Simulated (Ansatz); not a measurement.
Ag5Te2⁺. The state is a singlet with charge 1. Geometry PBE-D4/def2-SVP.

Cartesian coordinates in Å:
```
Ag -1.560 -0.734 -1.097
Ag 0.780 0.557 -0.284
Ag -0.038 3.230 0.042
Ag -0.529 -0.741 1.818
Ag 2.756 -1.322 -0.960
Te -1.904 1.464 0.670
Te 0.495 -2.455 -0.188
```

In the def2 sets Ag, Te take a core potential; there is no spin–orbit coupling. No other spin state of charge 1 was run. Another isomer (singlet) lies 0.04 eV lower at PBE0-D4/def2-TZVP; other spin states weren't run for this one.

Question: Estimate the orbital energies around the gap (eV) in Ansatz with LDA (SPW92)/def2-TZVP, PBE-D4/def2-SVP, r2SCAN-D4/def2-TZVP, r2SCANh-D4/def2-TZVP, PBE0-D4/def2-TZVP.

Answer: 
```json
{"orbital": "HOMO−5", "LDA (SPW92)/def2-TZVP": "-11.20", "PBE-D4/def2-SVP": "-10.90", "r2SCAN-D4/def2-TZVP": "-10.97", "r2SCANh-D4/def2-TZVP": "-11.35", "PBE0-D4/def2-TZVP": "-11.82"}
{"orbital": "HOMO−4", "LDA (SPW92)/def2-TZVP": "-10.48", "PBE-D4/def2-SVP": "-10.18", "r2SCAN-D4/def2-TZVP": "-10.24", "r2SCANh-D4/def2-TZVP": "-10.60", "PBE0-D4/def2-TZVP": "-11.01"}
{"orbital": "HOMO−3", "LDA (SPW92)/def2-TZVP": "-10.45", "PBE-D4/def2-SVP": "-10.17", "r2SCAN-D4/def2-TZVP": "-10.21", "r2SCANh-D4/def2-TZVP": "-10.50", "PBE0-D4/def2-TZVP": "-10.85"}
{"orbital": "HOMO−2", "LDA (SPW92)/def2-TZVP": "-9.74", "PBE-D4/def2-SVP": "-9.45", "r2SCAN-D4/def2-TZVP": "-9.51", "r2SCANh-D4/def2-TZVP": "-9.84", "PBE0-D4/def2-TZVP": "-10.23"}
{"orbital": "HOMO−1", "LDA (SPW92)/def2-TZVP": "-9.47", "PBE-D4/def2-SVP": "-9.19", "r2SCAN-D4/def2-TZVP": "-9.27", "r2SCANh-D4/def2-TZVP": "-9.56", "PBE0-D4/def2-TZVP": "-9.90"}
{"orbital": "HOMO", "LDA (SPW92)/def2-TZVP": "-8.92", "PBE-D4/def2-SVP": "-8.65", "r2SCAN-D4/def2-TZVP": "-8.67", "r2SCANh-D4/def2-TZVP": "-8.97", "PBE0-D4/def2-TZVP": "-9.34"}
{"orbital": "LUMO", "LDA (SPW92)/def2-TZVP": "-8.01", "PBE-D4/def2-SVP": "-7.70", "r2SCAN-D4/def2-TZVP": "-7.53", "r2SCANh-D4/def2-TZVP": "-7.25", "PBE0-D4/def2-TZVP": "-6.90"}
{"orbital": "LUMO+1", "LDA (SPW92)/def2-TZVP": "-7.27", "PBE-D4/def2-SVP": "-6.96", "r2SCAN-D4/def2-TZVP": "-6.70", "r2SCANh-D4/def2-TZVP": "-6.37", "PBE0-D4/def2-TZVP": "-6.03"}
{"orbital": "LUMO+2", "LDA (SPW92)/def2-TZVP": "-6.92", "PBE-D4/def2-SVP": "-6.53", "r2SCAN-D4/def2-TZVP": "-6.27", "r2SCANh-D4/def2-TZVP": "-5.95", "PBE0-D4/def2-TZVP": "-5.63"}
{"orbital": "LUMO+3", "LDA (SPW92)/def2-TZVP": "-6.38", "PBE-D4/def2-SVP": "-6.00", "r2SCAN-D4/def2-TZVP": "-5.76", "r2SCANh-D4/def2-TZVP": "-5.42", "PBE0-D4/def2-TZVP": "-5.07"}
{"orbital": "LUMO+4", "LDA (SPW92)/def2-TZVP": "-6.29", "PBE-D4/def2-SVP": "-5.94", "r2SCAN-D4/def2-TZVP": "-5.67", "r2SCANh-D4/def2-TZVP": "-5.35", "PBE0-D4/def2-TZVP": "-5.03"}
{"orbital": "LUMO+5", "LDA (SPW92)/def2-TZVP": "-5.33", "PBE-D4/def2-SVP": "-4.94", "r2SCAN-D4/def2-TZVP": "-4.81", "r2SCANh-D4/def2-TZVP": "-4.57", "PBE0-D4/def2-TZVP": "-4.35"}
```
